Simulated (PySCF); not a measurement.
C6H5N.
Atom-mapped SMILES: `[H]/[N:6]=[C:5]1/[CH:4]=[C:3]([C:2]#[CH:1])[CH2:7]1` (hydrogens: H8 on C1; H9 on C4; H10 on N6; H11, H12 on C7)

Structure used (GFN2-xTB), in Å, numbered top down from 1:
```
atom  x, y, z in Å
C1    -3.0344   -0.6925   -0.2529
C2    -1.8974   -0.3248   -0.1078
C3    -0.5672    0.0575    0.0465
C4     0.0730    1.1910    0.4174
C5     1.3869    0.5831    0.2619
N6     2.5489    1.0171    0.4294
C7     0.7116   -0.7355   -0.1688
H8    -4.0315   -0.9960   -0.3741
H9    -0.2500    2.1700    0.7148
H10    3.2975    0.3538    0.2420
H11    0.9039   -1.0455   -1.1956
H12    0.8600   -1.5788    0.5052
```

Computed at PBE0/pcSseg-1 (PySCF, non-relativistic), with Q(14N) = 0.02044 b: N6, 14N (I = 1): χzz = -4.506 MHz, η = 0.263.

Q: Where would the pure quadrupole (NQR) lines of 14N at N6 fall for the rigid, isolated species?

A: From ν± = (3/4)|χ|(1 ± η/3) and ν0 = |χ|η/2: ν+ 3.676 MHz, ν− 3.083 MHz, ν0 0.593 MHz (imine nitrogen).

In a crystal, neighbours and librations shift these lines. GFN2-xTB bond lengths can be off by several hundredths of an ångström, more for odd bonds, and the gradients follow them. With a basis this small, the couplings can be 20 % off.
